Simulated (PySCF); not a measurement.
Si(F)(SeH)3, SMILES [Si]([SeH])(F)([SeH])[SeH] (H₃FSe₃Si) at its PBE0/def2-SVP optimised geometry (Å):

```
8

F     -1.5720     1.2896    -0.0764
Si     0.0200     0.9807     0.0000
Se     0.9662     1.6745     1.9350
Se     0.1003    -1.2896     0.0000
Se     0.8453     2.0925    -1.8046
H      1.0366     3.0810     1.5017
H      1.5720    -1.2896     0.0000
H      2.2292     1.9343    -1.3310
```

Method: PySCF 2.14.0 with PBE0/def2-TZVP.

Map of the electron localisation function on the plane z = 0.8 Å:

```
|0000000000000000135664100000000|
|0000000000000000268987310000000|
|0000000000000001379998510000000|
|0000000000000001379998510000000|
|0000000000000001258987410000000|
|0000000000000011245665321000000|
|0000000111000023334444332100000|
|0000001233200135555555544210000|
|0000012455411157887666665420000|
|0000013566531268998877776531000|
|0000024677642246999888877531000|
|0000024677642223699887776521000|
|0000013555421112477766654310000|
|0000012333211123454433322100000|
|0000001111001345542110000000000|
|0000000000002577642100000000000|
|0000000000014688764210000000000|
|0000000000136888875332210000000|
|0000000000357888776556652000000|
|0000000002578986677678986200000|
|0000000013689986577789998400000|
|0000000013689997787778998400000|
|0000000013689999887667776200000|
|0000000013689999986444442000000|
|0000000002578999875321110000000|
|0000000001357888753210000000000|
|0000000000134566532100000000000|
|0000000000012233210000000000000|
|0000000000000011000000000000000|
|0000000000000000000000000000000|
|0000000000000000000000000000000|
```
Scale: ten equal steps from 0.000 (start of '0') to 0.911 (end of '9'), in the order '0123456789'; x runs from -4.00 to 4.00, y from -4.00 (bottom) to 4.00 (top).
